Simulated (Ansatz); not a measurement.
Cost and result up the ladder for AsH2(SiMe3) (C₃H₁₁AsSi) (16 atoms). The state is a singlet with charge 0. Geometry: PBE-D4/def2-SVP.

```xyz
16

As    1.166   -1.190    1.842
H     2.149   -0.008    1.968
H     0.207   -0.547    2.865
Si    0.036   -0.128    0.007
C     1.166   -0.270   -1.507
C    -1.577   -1.073   -0.295
C    -0.339    1.693    0.368
H     0.675    0.169   -2.401
H     1.403   -1.329   -1.735
H     2.123    0.267   -1.349
H    -1.381   -2.143   -0.514
H    -2.246   -1.024    0.588
H    -2.125   -0.642   -1.159
H    -0.996    1.798    1.255
H     0.592    2.263    0.565
H    -0.853    2.165   -0.497
```

Ansatz; hardware A = 2 threads of AMD EPYC 7R13 on a shared host; B = 2 threads of AMD EPYC 7R13 on a shared host and a share (18 GiB) of an NVIDIA H100 80GB HBM3. Times are rough, and most runs start from the orbitals of an earlier one. CAM-B3LYP-D4/def2-TZVP serves as the yardstick here, not as an exact answer. Differences are given only for rows in sets of like size (and for xTB, whose basis is part of the method), since another set adds its own error. Binding counts from free atoms at the same level (As quartet, H doublet, Si triplet, C triplet; other spins of the atoms weren't run), without zero-point energy or a counterpoise term.

HSE06 is defined as in plane-wave codes, on full-range PBE exchange. Correlated methods freeze 17 core orbitals; core or outer-core shells of As are correlated, in sets that lack core-valence functions. The rows differ in basis, and correlated rows in double-zeta sets carry the largest basis error.

Correlated methods converge slowly with the basis, most of all in double-zeta sets.

```json
{"level": "PBE-D4/def2-TZVPD [B]", "functions": "307", "wall time": "1.6 s", "binding energy per atom (eV)": "3.70", "difference from CAM-B3LYP-D4/def2-TZVP (eV)": "0.02"}
{"level": "CCSD(T)/def2-SVP [B]", "functions": "147", "wall time": "1.8 s", "binding energy per atom (eV)": "3.47", "difference from CAM-B3LYP-D4/def2-TZVP (eV)": "–"}
{"level": "PBE0-D4/def2-TZVPD [B]", "functions": "307", "wall time": "1.9 s", "binding energy per atom (eV)": "3.66", "difference from CAM-B3LYP-D4/def2-TZVP (eV)": "-0.01"}
{"level": "BHLYP-D4/def2-TZVPD [B]", "functions": "307", "wall time": "2 s", "binding energy per atom (eV)": "3.60", "difference from CAM-B3LYP-D4/def2-TZVP (eV)": "-0.07"}
{"level": "PBE-D4/def2-SVP [A]", "functions": "147", "wall time": "2.4 s", "binding energy per atom (eV)": "3.70", "difference from CAM-B3LYP-D4/def2-TZVP (eV)": "–"}
{"level": "PBE-D4/def2-TZVP [A]", "functions": "244", "wall time": "3.5 s", "binding energy per atom (eV)": "3.69", "difference from CAM-B3LYP-D4/def2-TZVP (eV)": "0.02"}
{"level": "PBE0-D4/def2-SVP [A]", "functions": "147", "wall time": "3.5 s", "binding energy per atom (eV)": "3.67", "difference from CAM-B3LYP-D4/def2-TZVP (eV)": "–"}
{"level": "PBE0-D4/def2-TZVP [A]", "functions": "244", "wall time": "6.5 s", "binding energy per atom (eV)": "3.66", "difference from CAM-B3LYP-D4/def2-TZVP (eV)": "-0.01"}
{"level": "r2SCAN-D4/def2-TZVP [A]", "functions": "244", "wall time": "6.5 s", "binding energy per atom (eV)": "3.67", "difference from CAM-B3LYP-D4/def2-TZVP (eV)": "-0.01"}
{"level": "MP2/def2-TZVP [A]", "functions": "244", "wall time": "7 s", "binding energy per atom (eV)": "3.52", "difference from CAM-B3LYP-D4/def2-TZVP (eV)": "-0.15"}
{"level": "HSE06-D4/def2-TZVP [A]", "functions": "244", "wall time": "7.5 s", "binding energy per atom (eV)": "3.66", "difference from CAM-B3LYP-D4/def2-TZVP (eV)": "-0.01"}
{"level": "CAM-B3LYP-D4/def2-TZVP [A]", "functions": "244", "wall time": "7.5 s", "binding energy per atom (eV)": "3.67", "difference from CAM-B3LYP-D4/def2-TZVP (eV)": "0.00"}
{"level": "BHLYP-D4/def2-TZVP (with forces) [A]", "functions": "244", "wall time": "9.5 s", "binding energy per atom (eV)": "3.60", "difference from CAM-B3LYP-D4/def2-TZVP (eV)": "-0.07"}
```
